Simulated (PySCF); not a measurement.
Computed properties of Se(OH)(NH2) (H₃NOSe), SMILES N[Se]O

Se(OH)(NH2) (H3NOSe), SMILES N[Se]O. Geometry optimised at TPSSh-D3(BJ)/def2-TZVP. Other conformers were not sampled. All values are computed for the isolated molecule unless a solvent is named; none is compared with measurement here.

**Structure.** All 12 harmonic modes at TPSSh-D3(BJ)/def2-TZVP (PySCF) are real, so it is a minimum. With heavy atoms numbered as in [Se:1]([OH:2])[NH2:4], the shortest bond between them is Se1–N4 at 1.809 Å and the longest Se1–O2 at 1.829 Å.

**Vibrations.** The strongest infrared lines (harmonic, unscaled, degenerate partners summed) lie at 533 cm⁻¹ (221 km/mol, N 51 %, H 41 %), 415 cm⁻¹ (86 km/mol, H 94 %), 3756 cm⁻¹ (52 km/mol, H 94 %). The softest mode is at 252 cm⁻¹ and the zero-point energy is 25.1 kcal/mol.

**Electronic structure.** HF/def2-TZVPD (PySCF) places the frontier levels at -9.41 and 1.33 eV, a gap of 10.74 eV, and gives a dipole moment of 2.04 D and a mean polarisability of 41.2 bohr³.

**Excitations.** TDA-B3LYP/def2-SVPD (PySCF) has S1 at 4.27 eV (290 nm, f = 0.002, dark); the most intense of the 10 singlets computed lies at 6.87 eV (f = 0.08). T1 (TDA) is at 3.48 eV, 0.79 eV under S1. No vertical singlet excitation falls in the visible range (under 3.1 eV).

**NMR.** GIAO shifts at PBE0/pcSseg-2 (PySCF) (non-relativistic, atoms alike by connectivity averaged): ¹H at 4.3 ppm against TMS.
